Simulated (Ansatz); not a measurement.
A nudged elastic band was laid between two geometries of ClF3Hf + H2 (7 atoms, charge 0, multiplicity 1).

Computed with Ansatz, RKS BLYP-D4/def2-SVP.

```json
{
 "movable images": "7",
 "climbing image": "yes",
 "spring": "5.0 eV/Å²",
 "optimiser": "quadratic models (default)",
 "start path": "through a guess of the saddle point",
 "force threshold": "0.05 eV/Å",
 "iteration limit": "60",
 "end points": "relaxed"
}
```

Image 0:

```xyz
7
Properties=species:S:1:pos:R:3
Hf -0.008 -0.175 -0.807
Cl 1.812 -1.328 0.198
F 0.000 -0.601 -2.673
F -1.710 -0.752 -0.130
F 0.173 1.733 -0.688
H 0.176 0.339 2.100
H -0.443 0.783 1.999
```

Image 8:

```xyz
7
Properties=species:S:1:pos:R:3
Hf 0.181 0.375 -0.727
Cl 2.296 0.092 0.312
F -0.608 -1.310 -1.199
F -1.019 1.439 0.334
F 0.461 1.327 -2.363
H -0.414 -1.257 1.785
H -0.897 -0.666 1.857
```

(1) What changes between the two ends?

(2) What energy profile does the band end with?

(3) What is the geometry of the highest image?

Results:

(1) No bond is made or broken.

(2) It converged. The highest image is number 4 of 0 to 8, 5.3 kJ/mol above the ends, which have the same energy within 2 meV. A vibrational analysis at the climbing image gives one clearly imaginary mode, 71i cm⁻¹, and a faint second one (30i cm⁻¹) that may be numerical noise or a soft torsion: probably a first-order saddle point.

```csv
image,path coordinate (Å),energy (kJ/mol)
0,0.00,0.0
1,0.77,1.5
2,1.54,3.9
3,2.31,5.1
4,3.08,5.3
5,3.78,5.2
6,4.47,3.8
7,5.17,1.7
8,5.86,0.1
```

(3) 
```xyz
7
Properties=species:S:1:pos:R:3:forces:R:3
Hf 0.075 0.267 -1.114 -0.03 0.04 0.05
Cl 2.043 -0.073 0.162 0.00 0.00 0.00
F -0.058 -1.070 -2.480 0.00 -0.03 -0.03
F -1.487 0.163 -0.001 0.03 0.01 -0.02
F 0.127 1.994 -1.947 0.00 -0.01 0.01
H 0.024 -0.686 2.760 0.02 0.00 0.01
H -0.723 -0.595 2.619 -0.02 0.00 -0.01
```

Run time: 3.6 min on 2 threads of Arm Neoverse V2 (shared host), peak memory 0.19 GiB.
